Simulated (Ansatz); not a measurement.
# GaH5MgNO: where a starting geometry ends

The starting geometry of this gas-phase doublet was optimised with GFN2-xTB.

```
atom    x (Å)    y (Å)    z (Å)
  Ga  -0.1934  -0.2249  -1.1115
  Mg   2.0265  -0.3809  -2.9463
   N  -1.1054   1.0183  -0.1011
   O   0.6787   0.8404  -2.4943
   H  -0.6168   1.6712   0.5070
   H  -1.9843   0.7903   0.3490
   H   1.1267  -0.8822  -0.4556
   H  -1.1099  -1.2381  -1.8635
   H   0.2082   1.6574  -2.6915
```

Where would you expect an optimisation with B3LYP-D3(BJ)/def2-SVP to take it?

A new bond forms, giving a structure with H7 bridging Ga1 and Mg2, given below by its coordinates. Contacts that close: Mg2–H7 (2.70 → 1.99 Å).

The energy falls by 0.41 eV over 12 steps:

```
step  E − E(last) (eV)
   1             0.414
   2             0.246
   3             0.139
   5             0.026
   6             0.007
   7             0.001
   8             0.000
  10             0.000
  11             0.000
  12             0.000
```

Final geometry (Å):

```xyz
9

Ga   -0.4240   -0.2174   -1.2262
Mg    2.3134   -0.0031   -2.1759
N    -1.0481    1.0394   -0.0158
O     0.6000    0.7738   -2.6079
H    -0.3917    1.5250    0.5905
H    -1.8762    0.8004    0.5245
H     1.1039   -0.8863   -0.8713
H    -1.4255   -1.2311   -1.8785
H     0.1784    1.4510   -3.1474
```

Frequencies at the end are all real (lowest 81 cm⁻¹). Open shells are spin-unrestricted. Run with Ansatz 0.2.0, 84 s on 2 threads of Arm Neoverse V1, on a shared host.
